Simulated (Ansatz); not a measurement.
`C[SiH2]C#N` + `C#C` → `C#C[SiH2]C#N` + CH₄  (formal exchange of groups at the Si–C bond)

Gas-phase electronic energies from Ansatz, PBE0-D4/def2-TZVP geometries. CCSD(T)/CBS adds triple-zeta CCSD(T) − MP2 to the extrapolated MP2 energy (def2 sets, frozen cores). This one scheme is used for every species. DFT in def2-TZVPP.

`C[SiH2]C#N`:

```xyz
9

C     0.637    1.086    0.048
Si   -0.367   -0.407    0.517
C    -0.628   -1.451   -0.994
N    -0.778   -2.084   -1.945
H     0.118    1.678   -0.708
H     1.607    0.788   -0.354
H     0.805    1.716    0.924
H    -1.718   -0.054    1.012
H     0.324   -1.273    1.501
```

`C#C`:

Cartesian coordinates in Å:
```
C -0.543 -0.060 0.245
C 0.543 0.060 -0.245
H -1.508 -0.168 0.681
H 1.508 0.168 -0.681
```

`C#C[SiH2]C#N`:

Cartesian coordinates in Å:
```
C -0.041 1.952 1.153
C -0.230 0.943 0.523
Si -0.533 -0.570 -0.424
C 1.083 -1.432 -0.676
N 2.082 -1.981 -0.842
H 0.129 2.845 1.711
H -1.413 -1.496 0.318
H -1.078 -0.260 -1.762
```

CH₄:

```xyz
5

C     0.000    0.000    0.000
H    -0.028    0.547    0.942
H    -0.259    0.671   -0.818
H    -0.715   -0.822    0.036
H     1.002   -0.397   -0.160
```

Q: Is it downhill or uphill in electronic energy at CCSD(T)/CBS, and by how much? (Estimate.)

A: The calculation gave: Downhill: ΔE = -8.0 kcal/mol.

Q: What do these levels give: PBE, PBE0, MP2/def2-SVP, CCSD(T)/def2-SVP, HF/def2-TZVPP, SCS-MP2/def2-QZVPP? (An estimate is asked.)

A: Computed: PBE -8.0, PBE0 -7.6, MP2/def2-SVP -9.3, CCSD(T)/def2-SVP -8.8, HF/def2-TZVPP -8.5, SCS-MP2/def2-QZVPP -9.1 kcal/mol.

Largest T1 diagnostic among the species: 0.014.

At CCSD(T), def2-SVP lies −0.7 kcal/mol from the extrapolated value and def2-TZVPP −0.2 kcal/mol. Leaving LDA and LC-ωPBE aside and taking each functional with its dispersion term where it has one, the values, not all of them listed here, spread over 1.9 kcal/mol, from B97M-V to ωB97M-V. LDA lies +1.2 kcal/mol from PBE without D4.
